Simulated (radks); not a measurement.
Results of a calculation; reference values are marked as such.
Q: Ionisation of K, [Ar] 4s1, to K+, [Ar], under several functionals. Non-relativistic Kohn-Sham, spin-polarised, spherical densities, point nucleus; open shells are filled with parallel spins first; a radial shooting solver on a logarithmic mesh with Libxc functionals. The NIST Atomic Spectra Database gives 4.341 eV (measured). Rank these functionals by the error of their Delta-SCF ionisation energy: LDA (Slater exchange, Perdew-Zunger correlation); PW91; Tao-Mo meta-GGA; LDA (Slater exchange, Perdew-Wang correlation); exchange-only PBE; PBE; r2SCAN; PBEsol; TPSS; HCTH/407.

A: From best to worst: PBEsol 4.374 eV (+0.033); HCTH/407 4.298 eV (-0.043); Tao-Mo meta-GGA 4.286 eV (-0.054); exchange-only PBE 4.271 eV (-0.069); TPSS 4.258 eV (-0.083); r2SCAN 4.252 eV (-0.089); PBE 4.449 eV (+0.109); PW91 4.475 eV (+0.134); LDA (Slater exchange, Perdew-Zunger correlation) 4.527 eV (+0.187); LDA (Slater exchange, Perdew-Wang correlation) 4.529 eV (+0.189).
